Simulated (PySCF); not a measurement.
# Structure from 2D NMR

Compound of formula C₅H₉NO₃Si. Correlations simulated from computed shifts and the bond graph:

HSQC (one-bond C–H):
| δH | δC |
| --- | --- |
| 8.22 | 145.5 |
| 4.07 | 65.5 |
| 2.91 | 29.7 |

COSY cross peaks (H two or three bonds apart, from the bond graph; peaks can be absent where the dihedral angle is near 90°):
| δH | δH |
| --- | --- |
| 4.07 | 2.91 |

HMBC (two and three bonds, from the bond graph):
| δH | δC |
| --- | --- |
| 8.22 | 163.9, 147.3 |
| 5.13 | 147.3 |
| 4.07 | 163.9, 29.7 |
| 2.91 | 163.9, 147.3, 65.5 |

Carbons without hydrogens: δ 163.9, 147.3.

Level of theory: GFN2-xTB structure, σ from GIAO-PBE0/pcSseg-1, in PySCF (single conformer, non-relativistic, isolated molecule, equivalent nuclei averaged).

Scale: ¹H (σ = 31.72 ppm) and ¹³C (σ = 186.93 ppm) vs TMS (reference shieldings calculated alike).

Exchangeable hydrogens are left out of these lists.

Question: Assemble the structure.

Answer: SMILES OCCc1nocc1O[SiH3].

Atom-mapped SMILES (the numbers label the heavy atoms): `[OH:1][CH2:2][CH2:3][c:4]1[n:5][o:6][cH:7][c:8]1[O:9][SiH3:10]`; H(Xn) means a hydrogen on atom n.

1. δC 163.9 is C4, a substituted aromatic carbon next to a ring nitrogen.
2. δC 147.3 is C8, an aromatic carbon bearing oxygen.
3. δC 145.5 is C7, an aromatic CH next to the ring oxygen (δH 8.22).
4. δC 65.5 is C2, an sp3 CH2 bonded to O (δH 4.07).
5. δC 29.7 is C3, an sp3 CH2 on an aromatic ring (δH 2.91).
6. HMBC from δH 8.22 reaches the proton-free carbons C4, C8.
7. HMBC from δH 5.13 reaches the proton-free carbon C8.
8. HMBC from δH 4.07 reaches the proton-free carbon C4.
9. HMBC from δH 2.91 reaches the proton-free carbons C4, C8.
10. COSY links 4.07–2.91.

The data come from this structure; uniqueness wasn't tested.

The OH or NH signal is concentration- and solvent-dependent in practice; the value given is the gas-phase one. Shifts are as computed. Against solution values, carbons near 30 ppm lie about +3 ppm off and those near 130 ppm about +5 ppm. Of 1309 compounds with measured shifts, 239 miss one by over three times the rms of a fit or turn the order of signals round; such compounds aren't used in these exercises.
